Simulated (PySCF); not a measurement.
A structure optimised at PBE0-D3(BJ)/def2-SVP (Å):
```
atom  x, y, z in Å
C1     2.8084    0.6500   -0.2073
C2     1.9341   -0.5717   -0.1965
S3     2.6194   -2.0607   -0.2808
C4     0.4804   -0.3628   -0.1070
C5    -0.0807    0.9283   -0.0411
C6    -1.4503    1.1225    0.0452
C7    -2.3118    0.0194    0.0686
O8    -3.6310    0.2511    0.1541
C9    -1.7751   -1.2749    0.0034
C10   -0.4063   -1.4551   -0.0827
H11    2.6610    1.2442    0.7098
H12    2.5582    1.3041   -1.0589
H13    3.8621    0.3597   -0.2785
H14    0.5641    1.8080   -0.0570
H15   -1.8796    2.1245    0.0960
H16   -4.1062   -0.5873    0.1597
H17   -2.4433   -2.1416    0.0213
H18    0.0229   -2.4586   -0.1340
```

Neutral, closed shell.

Q: Read off the bonds between heavy atoms and their formal orders.

A: C1–C2 1.50 Å (single); C2–S3 1.64 Å (double); C2–C4 1.47 Å (single); C4–C5 1.41 Å (aromatic); C5–C6 1.39 Å (aromatic); C6–C7 1.40 Å (aromatic); C7–O8 1.34 Å (single); C7–C9 1.40 Å (aromatic); C9–C10 1.38 Å (aromatic); C4–C10 1.41 Å (aromatic). Bonds to hydrogen (Å): C1–H11 1.10; C1–H12 1.10; C1–H13 1.10; C5–H14 1.09; C6–H15 1.09; O8–H16 0.96; C9–H17 1.09; C10–H18 1.09. The orders are those of one drawing; other resonance forms can be drawn.

Q: Write the SMILES.

A: `CC(=S)c1ccc(O)cc1`, C8H8OS. Among its features: benzene ring, phenol-type hydroxyl and thiocarbonyl.

Q: What is the point group of this geometry?

A: Cs (tolerance 0.08 Å).

Q: Which rings does it hold (smallest set)?

A: C4–C5–C6–C7–C9–C10 (6 members, 0.00 Å rms from planarity).

Q: Classify the heavy atoms.

A: C1: methyl carbon; C2: thiocarbonyl carbon; S3: thiocarbonyl sulfur; C4: substituted aromatic carbon; C5/C10: aromatic CH carbon; C6/C9: aromatic CH carbon; C7: aromatic carbon bearing oxygen; O8: phenol-type oxygen.

Q: What is the arrangement about C4?

A: It has 3 neighbours (C2, C5, C10) and is planar (angles 121.8°, 120.9° and 117.4°, sum 360.0°, 0.00 Å off the plane of its three neighbours).

Q: What is the arrangement about C5?

A: It has 3 neighbours (C4, C6, H14) and is planar (angles 121.6°, 120.2° and 118.2°, sum 360.0°, 0.00 Å off the plane of its three neighbours).

All values are computed, not measured.
